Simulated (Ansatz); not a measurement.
System: C3H13NSi2, charge 0, multiplicity 1. 
Coordinates optimised at B3LYP-D3(BJ)/def2-TZVP (Ansatz, a first-principles code):
```
Si
N 1 1.7251
C 2 1.4506 1 121.34
H 3 1.0903 2 110.71 1 27.64
H 3 1.0958 4 107.56 2 -120.70
H 3 1.0999 4 107.94 5 -115.70
C 2 1.4513 3 113.11 4 -176.66
H 7 1.0904 2 110.39 3 177.34
H 7 1.0959 8 107.86 2 120.64
H 7 1.0997 8 107.99 9 115.88
H 1 1.4830 2 106.20 3 -169.66
H 1 1.4929 11 107.26 8 102.65
C 1 1.8726 11 111.29 12 116.52
H 13 1.0939 1 109.39 11 -166.64
H 13 1.0939 14 107.35 1 118.34
Si 13 1.8767 14 108.16 15 116.83
H 16 1.4822 13 110.14 14 -170.60
H 16 1.4831 17 108.36 13 121.10
H 16 1.4834 17 108.45 18 117.23
```
Charge 0, spin multiplicity 1.

Property: vertical ionisation energy (to the doublet state of charge +1; each state is the SCF solution reached for its spin), in eV. Valence correlation only, unless marked. Open shells are spin-unrestricted. Spin-orbit coupling is left out. Non-relativistic. 

```tsv
level	program	vertical ionisation energy (eV)
HF/aug-cc-pV(D+d)Z	Ansatz	7.13
HF/aug-cc-pV(T+d)Z	Ansatz	7.16
SVWN5/def2-TZVPD	Ansatz	8.15
PBE/def2-TZVPD	Ansatz	8.02
r2SCAN/def2-TZVPD	Ansatz	8.03
B3LYP/def2-TZVPD	Ansatz	8.22
PBE0/def2-TZVPD	Ansatz	8.17
BHLYP/def2-TZVPD	Ansatz	8.14
CAM-B3LYP/def2-TZVPD	Ansatz	8.31
wB97M-V/def2-TZVPD	Ansatz	8.37
wB97X-V/def2-TZVPD	Ansatz	8.34
B2PLYP/def2-TZVPD	Ansatz	8.29
MP2/aug-cc-pV(D+d)Z	Ansatz	8.52
RI-MP2/aug-cc-pV(T+d)Z	Ansatz	8.68
SCS-MP2/aug-cc-pV(D+d)Z	Ansatz	8.46
CCSD/aug-cc-pV(D+d)Z	Ansatz	8.23
CCSD(T)/aug-cc-pV(D+d)Z	Ansatz	8.28
```
